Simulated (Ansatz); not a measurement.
Molecule: C₄H₈Cl₂ (charge 0, singlet). 
Geometry from a B3LYP-D3(BJ)/def2-TZVP (Ansatz, an electronic-structure program) optimisation:
```
C
H 1 1.0876
C 1 1.5149 2 110.81
H 3 1.0888 1 111.02 2 57.06
H 3 1.0908 4 108.48 1 -122.17
H 3 1.0929 4 108.43 5 -117.62
C 1 1.5200 2 110.00 3 -125.55
H 7 1.0937 1 107.81 2 70.81
H 7 1.0944 8 107.23 1 -117.25
C 7 1.5147 8 109.20 9 -116.76
H 10 1.0862 7 111.69 8 -176.56
H 10 1.0865 11 109.66 7 123.67
Cl 10 1.8105 11 106.31 12 114.21
Cl 1 1.8280 2 104.09 7 -117.24
```

Wanted: vertical ionisation energy (to the doublet state of charge +1; each state is the SCF solution reached for its spin), in eV. Valence correlation only, unless marked. Open shells are spin-unrestricted. Spin-orbit coupling is left out. Non-relativistic. CBS(X,Y): correlation extrapolated as X^-3; Hartree-Fock from the larger set. The bracket is a focal-point correction in the basis named.

```csv
level,program,vertical ionisation energy (eV)
PBE/def2-TZVPD,Ansatz,?
r2SCAN/def2-TZVPD,Ansatz,9.97
B3LYP/def2-TZVPD,Ansatz,10.24
BHLYP/def2-TZVPD,Ansatz,?
wB97X-V/def2-TZVPD,Ansatz,10.88
SCS-MP2/aug-cc-pV(D+d)Z,Ansatz,11.00
SCS-MP2/aug-cc-pV(T+d)Z,Ansatz,11.12
CCSD/aug-cc-pV(D+d)Z,Ansatz,10.83
"RI-MP2/CBS(aug-cc-pV(T+d)Z,aug-cc-pV(Q+d)Z)+[CCSD(T)-MP2]/aug-cc-pV(T+d)Z",Ansatz,?
```

Q: Complete the blanks.

A: 
- PBE/def2-TZVPD, vertical ionisation energy (eV): 9.74
- BHLYP/def2-TZVPD, vertical ionisation energy (eV): 10.71
- RI-MP2/CBS(aug-cc-pV(T+d)Z,aug-cc-pV(Q+d)Z)+[CCSD(T)-MP2]/aug-cc-pV(T+d)Z, vertical ionisation energy (eV): 11.10
